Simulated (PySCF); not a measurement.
H7NSi2, charge -1, doublet, geometry from GFN2-xTB (a state made from the parent by changing its charge; the spin is typed, not shown lowest) (in this run its highest filled SCF level lies above zero, so its values depend strongly on the basis, on diffuse functions most of all), with bond 5-1 at 1.25 times its length; PBE0/3-21G (PySCF).

Input for PySCF:
```python
from pyscf import gto, scf, dft

mol = gto.M(
    atom='''
Si    1.61020685   -0.06981424    0.15318059
N    -0.07554875   -0.50750015   -0.30506465
Si   -1.51933345    0.33207287   -0.04579283
H     2.17352014   -1.20371441   -0.73162066
H     1.07360645    1.63643803    0.82646179
H     2.10678990   -0.63600576    1.45820873
H    -0.12425191   -1.28894166   -0.94326770
H    -2.63063371   -0.55357444   -0.48159288
H    -1.76361176    1.62045103   -0.75044676
H    -1.68612541    0.64747801    1.38893781
''',
    basis='3-21g',
    charge=-1,
    spin=1,
    verbose=4,
)

mf = dft.UKS(mol)
mf.xc = 'pbe0'
mf.kernel()
mo_i, mo_e, stable_i, stable_e = mf.stability(internal=True, external=False, return_status=True, nroots=6, tol=1e-6)
print('internally stable:', stable_i, ' externally stable:', stable_e)
if not stable_i:
    umf = mf.copy()
    umf.scf_summary = {}
    umf.kernel(umf.make_rdm1(mo_i, mf.mo_occ))
```

Output, abridged:

```
PySCF version 2.14.0

[INPUT] verbose = 4
[INPUT] num. atoms = 10
[INPUT] num. electrons = 43
[INPUT] charge = -1
[INPUT] spin (= nelec alpha-beta = 2S) = 1
[INPUT] symmetry False subgroup None
[INPUT] Mole.unit = angstrom
[INPUT] Symbol           X                Y                Z      unit          X                Y                Z       unit  Magmom
[INPUT]  1 Si     1.610206850000  -0.069814240000   0.153180590000 AA    3.042849950399  -0.131929793195   0.289469362699 Bohr   0.0
[INPUT]  2 N     -0.075548750000  -0.507500150000  -0.305064650000 AA   -0.142766446553  -0.959036291676  -0.576488638786 Bohr   0.0
[INPUT]  3 Si    -1.519333450000   0.332072870000  -0.045792830000 AA   -2.871124112391   0.627526777698  -0.086535907169 Bohr   0.0
[INPUT]  4 H      2.173520140000  -1.203714410000  -0.731620660000 AA    4.107357790826  -2.274690567092  -1.382562674474 Bohr   0.0
[INPUT]  5 H      1.073606450000   1.636438030000   0.826461790000 AA    2.028822156067   3.092419696523   1.561786435518 Bohr   0.0
[INPUT]  6 H      2.106789900000  -0.636005760000   1.458208730000 AA    3.981255913000  -1.201876700046   2.755615132150 Bohr   0.0
[INPUT]  7 H     -0.124251910000  -1.288941660000  -0.943267700000 AA   -0.234802080354  -2.435746727942  -1.782517615148 Bohr   0.0
[INPUT]  8 H     -2.630633710000  -0.553574440000  -0.481592880000 AA   -4.971177245949  -1.046104081159  -0.910078646741 Bohr   0.0
[INPUT]  9 H     -1.763611760000   1.620451030000  -0.750446760000 AA   -3.332743216462   3.062208644969  -1.418138847467 Bohr   0.0
[INPUT] 10 H     -1.686125410000   0.647478010000   1.388937810000 AA   -3.186315236570   1.223556110578   2.624712064953 Bohr   0.0

nuclear repulsion = 154.501347183558
number of shells = 33
number of NR pGTOs = 90
number of NR cGTOs = 49
basis = 3-21g
ecp = {}

******** <class 'pyscf.dft.uks.UKS'> ********
method = UKS
initial guess = minao
damping factor = 0
level_shift factor = 0
DIIS = <class 'pyscf.scf.diis.CDIIS'>
diis_start_cycle = 1
diis_space = 8
diis_damp = 0
SCF conv_tol = 1e-09
SCF conv_tol_grad = None
SCF max_cycles = 50
direct_scf = True
direct_scf_tol = 1e-13
number electrons alpha = 22  beta = 21
XC library pyscf.dft.libxc version 7.1.2
    S. Lehtola, C. Steigemann, M. J. T. Oliveira, and M. A. L. Marques,  SoftwareX 7, 1–5 (2018)
XC functionals = pbe0
    C. Adamo and V. Barone,  J. Chem. Phys. 110, 6158 (1999)
    M. Ernzerhof and G. E. Scuseria,  J. Chem. Phys. 110, 5029 (1999)
radial grids:
    Treutler-Ahlrichs [JCP 102, 346 (1995); DOI:10.1063/1.469408] (M4) radial grids

becke partition: Becke, JCP 88, 2547 (1988); DOI:10.1063/1.454033
pruning grids: <function nwchem_prune>
grids dens level: 3
symmetrized grids: False
atomic radii adjust function: <function treutler_atomic_radii_adjust>
small_rho_cutoff = 0
Set gradient conv threshold to 3.16228e-05
tot grids = 120920
init E= -633.657168676996

cycle= 1 E= -634.129610315677  delta_E= -0.472  |g|= 0.307  |ddm|= 2.14
cycle= 2 E= -634.069904302704  delta_E= 0.0597  |g|= 0.476  |ddm|= 1.04
cycle= 3 E= -634.177652638032  delta_E= -0.108  |g|= 0.0328  |ddm|= 0.649
cycle= 4 E= -634.178338689306  delta_E= -0.000686  |g|= 0.00718  |ddm|= 0.0852
cycle= 5 E= -634.178390500057  delta_E= -5.18e-05  |g|= 0.00123  |ddm|= 0.0193
cycle= 6 E= -634.178393381264  delta_E= -2.88e-06  |g|= 0.000501  |ddm|= 0.00538
cycle= 7 E= -634.178393961748  delta_E= -5.8e-07  |g|= 0.000179  |ddm|= 0.00304
cycle= 8 E= -634.178394040336  delta_E= -7.86e-08  |g|= 5.96e-05  |ddm|= 0.000906
cycle= 9 E= -634.17839404909  delta_E= -8.75e-09  |g|= 1.23e-05  |ddm|= 0.000456
cycle= 10 E= -634.178394049606  delta_E= -5.16e-10  |g|= 4.63e-06  |ddm|= 0.0001
Extra cycle  E= -634.178394049641  delta_E= -3.46e-11  |g|= 2.44e-06  |ddm|= 2.76e-05
converged SCF energy = -634.178394049641  <S^2> = 0.7541613  2S+1 = 2.004157
uhf_internal: lowest eigs of H = [0.20490682 0.27207712 0.29562889 0.30206604 0.35507348 0.36016166]
<class 'pyscf.dft.uks.UKS'> wavefunction is stable in the internal stability analysis
internally stable: True  externally stable: None
```
